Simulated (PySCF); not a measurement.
Molecule: `C1[CH]([AlH2])C1`, C3H7Al.

Geometry (Å), atoms numbered from 1 in this order:
```xyz
11

Al    1.8679    0.0018    0.2778
C    -0.0245   -0.3200    0.5291
C    -0.9220   -0.5417   -0.6826
C    -1.0413    0.7232    0.0830
H     2.3018    0.8272   -1.0167
H     2.9666   -0.5262    1.3030
H    -0.3390   -0.8861    1.4145
H    -1.7202   -1.2833   -0.5847
H    -0.4791   -0.5036   -1.6837
H    -1.9228    0.8643    0.7153
H    -0.6818    1.6478   -0.3812
```

Geometry PBE0-D3(BJ)/def2-SVP throughout; GIAO in PySCF 2.14.0 with density-fitted response routines, gas phase, one conformer, non-relativistic; equivalent atoms averaged; functional PBE0.

For orientation, cc-pVTZ gives these shifts δ (against AlH4-, TMS at the same level): Al1 211.2, C3/C4 2.5, C2 -2.4, H5/H6 5.12, H8/H10 0.75, H9/H11 0.53, H7 -0.45 ppm.

A run gave: Al1 208.5, C3/C4 2.0, C2 -2.4, H5/H6 5.27, H8/H10 0.76, H9/H11 0.53, H7 -0.48 ppm (shifts δ (against AlH4-, TMS at the same level)).

Which basis set was used in that run?
A. pcSseg-0
B. def2-SVP
C. def2-TZVP
D. aug-cc-pVDZ

## Answers

C. Al1 tells them apart best: def2-TZVP gives 208.5, pcSseg-0 gives 238.3, aug-cc-pVDZ gives 196.6, def2-SVP gives 196.1 ppm.
